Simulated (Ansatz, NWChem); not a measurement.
# PbO (SMILES [O][Pb]): the vertical energy of the triplet above the singlet from total energies

PbO has 2 atoms, charge 0, and is taken as a singlet. As SMILES, `[O][Pb]`. Geometry: the measured bond length.

```xyz
2

O     0.0000    0.0000    0.0000
Pb    0.0000    0.0000    1.9218
```

Both states at this one shape; open shells run unrestricted unless said. 1 Eh = 27.2114 eV.

| level | program | singlet PbO (Eh) | triplet PbO (Eh) |
| --- | --- | --- | --- |
| BLYP/def2-TZVP (core potential) | Ansatz | -268.100995 | -267.991949 |
| TPSS/def2-TZVP (core potential) | NWChem | -268.073742 | -267.967744 |
| r2SCAN/def2-TZVP (core potential) | Ansatz | -268.167858 | -268.076491 |

Question: Work out the vertical gap, second state less first, at each level.

Answer: 
1. BLYP/def2-TZVP (core potential): -267.991949 − (-268.100995) = 0.109046 Eh = 2.97 eV.
2. TPSS/def2-TZVP (core potential): -267.967744 − (-268.073742) = 0.105998 Eh = 2.88 eV.
3. r2SCAN/def2-TZVP (core potential): -268.076491 − (-268.167858) = 0.091367 Eh = 2.49 eV.

No measured value is set beside it here; the levels span 2.49 to 2.97 eV. Spin-orbit coupling, which splits open shells on such heavy atoms by tenths of an eV, is left out.
